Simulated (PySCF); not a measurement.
Isomers of C7H13B, mass 108.111 u with the commonest isotopes. Level of theory: PySCF 2.14.0, PBE0-D3(BJ)/def2-SVP geometry optimisation, gas phase. One conformer each, none proved a minimum here; rigid rotors.

Question: Order these by out-of-plane moment Σ m c² = (Ia + Ib − Ic)/2, largest first.
A. `[BH2:1][CH2:2][C@H:3]1[CH2:4][CH2:5][C:6](=[CH2:7])[CH2:8]1` with H–B1–C2–C3 -19° and 165°, B1–C2–C3–C4 171°, C2–C3–C4–C5 166°, C3–C4–C5–C6 -33°, C4–C5–C6–C7 -168°, C5–C6–C8–C3 13°
B. `[CH2:1]=[CH:2][C@H:3]1[BH:4][CH2:5][CH2:6][CH2:7][CH2:8]1` with C1–C2–C3–B4 103°, C2–C3–B4–C5 156°, C3–B4–C5–C6 -23°, B4–C5–C6–C7 40°, C5–C6–C7–C8 -59°
C. `[BH2:1][C@@H:2]1[CH2:3][C@@H:4]2[CH2:5][CH2:6][CH2:7][C@H:8]12` with H–B1–C2–C3 152° and -33°, B1–C2–C3–C4 -127°, C2–C3–C4–C5 103°, C3–C4–C5–C6 -78°, C4–C5–C6–C7 -38°
D. `[CH2:1]=[CH:2][B:3]1[CH2:4][CH2:5][CH2:6][CH2:7][CH2:8]1` with C1–C2–B3–C4 -174°, C2–B3–C4–C5 158°, B3–C4–C5–C6 42°, C4–C5–C6–C7 -59°, C5–C6–C7–C8 60°
E. `[CH2:1]=[CH:2][CH2:3][C@H:4]1[CH2:5][BH:6][CH2:7][CH2:8]1` with C1–C2–C3–C4 115°, C2–C3–C4–C5 62°, C3–C4–C5–B6 155°, C4–C5–B6–C7 -11°, C5–B6–C7–C8 -12°, B6–C7–C8–C4 30°
F. `[BH2:1][C:2](=[CH2:3])[C:4](=[CH2:5])[CH2:6][CH2:7][CH3:8]` with B1–C2–C4–C5 16°, C2–C4–C6–C7 73°, C4–C6–C7–C8 -179°

Answer: C (55.56 u·Å²), F (26.10 u·Å²), E (19.56 u·Å²), B (18.77 u·Å²), A (14.59 u·Å²), D (12.94 u·Å²).

Question: Order these by rotational constant A, smallest first.
A. `[BH2:1][C:2](=[CH2:3])[C:4](=[CH2:5])[CH2:6][CH2:7][CH3:8]` with B1–C2–C4–C5 16°, C2–C4–C6–C7 73°, C4–C6–C7–C8 -179°
B. `[CH2:1]=[CH:2][CH2:3][C@H:4]1[CH2:5][BH:6][CH2:7][CH2:8]1` with C1–C2–C3–C4 115°, C2–C3–C4–C5 62°, C3–C4–C5–B6 155°, C4–C5–B6–C7 -11°, C5–B6–C7–C8 -12°, B6–C7–C8–C4 30°
C. `[BH2:1][C@@H:2]1[CH2:3][C@@H:4]2[CH2:5][CH2:6][CH2:7][C@H:8]12` with H–B1–C2–C3 152° and -33°, B1–C2–C3–C4 -127°, C2–C3–C4–C5 103°, C3–C4–C5–C6 -78°, C4–C5–C6–C7 -38°
D. `[CH2:1]=[CH:2][B:3]1[CH2:4][CH2:5][CH2:6][CH2:7][CH2:8]1` with C1–C2–B3–C4 -174°, C2–B3–C4–C5 158°, B3–C4–C5–C6 42°, C4–C5–C6–C7 -59°, C5–C6–C7–C8 60°
E. `[CH2:1]=[CH:2][C@H:3]1[BH:4][CH2:5][CH2:6][CH2:7][CH2:8]1` with C1–C2–C3–B4 103°, C2–C3–B4–C5 156°, C3–B4–C5–C6 -23°, B4–C5–C6–C7 40°, C5–C6–C7–C8 -59°

Answer: C (2994 MHz), A (3325 MHz), D (3835 MHz), E (4162 MHz), B (5168 MHz).

Question: Order these by radius of gyration √(Σ m r²/M), smallest first.
A. `[CH2:1]=[CH:2][C@H:3]1[BH:4][CH2:5][CH2:6][CH2:7][CH2:8]1` with C1–C2–C3–B4 103°, C2–C3–B4–C5 156°, C3–B4–C5–C6 -23°, B4–C5–C6–C7 40°, C5–C6–C7–C8 -59°
B. `[BH2:1][C@@H:2]1[CH2:3][C@@H:4]2[CH2:5][CH2:6][CH2:7][C@H:8]12` with H–B1–C2–C3 152° and -33°, B1–C2–C3–C4 -127°, C2–C3–C4–C5 103°, C3–C4–C5–C6 -78°, C4–C5–C6–C7 -38°
C. `[BH2:1][C:2](=[CH2:3])[C:4](=[CH2:5])[CH2:6][CH2:7][CH3:8]` with B1–C2–C4–C5 16°, C2–C4–C6–C7 73°, C4–C6–C7–C8 -179°
D. `[CH2:1]=[CH:2][CH2:3][C@H:4]1[CH2:5][BH:6][CH2:7][CH2:8]1` with C1–C2–C3–C4 115°, C2–C3–C4–C5 62°, C3–C4–C5–B6 155°, C4–C5–B6–C7 -11°, C5–B6–C7–C8 -12°, B6–C7–C8–C4 30°

Answer: B (1.794 Å), A (2.143 Å), C (2.234 Å), D (2.256 Å).

```csv
SMILES,point group,Ia (u·Å²),Ib (u·Å²),Ic (u·Å²),κ,μa (D),μb (D),μc (D)
C=CC[C@H]1CBCC1,C1,97.79,472.21,530.88,-0.94,0.15,0.31,0.04
BC(=C)C(=C)CCC,C1,152.01,413.51,513.31,-0.80,1.18,0.40,0.43
C=C[C@H]1BCCCC1,C1,121.44,393.60,477.50,-0.85,0.88,0.32,0.15
C=CB1CCCCC1,C1,131.79,381.20,487.10,-0.79,0.40,0.13,0.13
BC[C@H]1CCC(=C)C1,C1,121.15,395.04,487.00,-0.85,0.12,0.91,0.15
B[C@@H]1C[C@@H]2CCC[C@@H]21,C1,168.80,234.73,292.40,-0.33,0.45,0.48,0.64
```
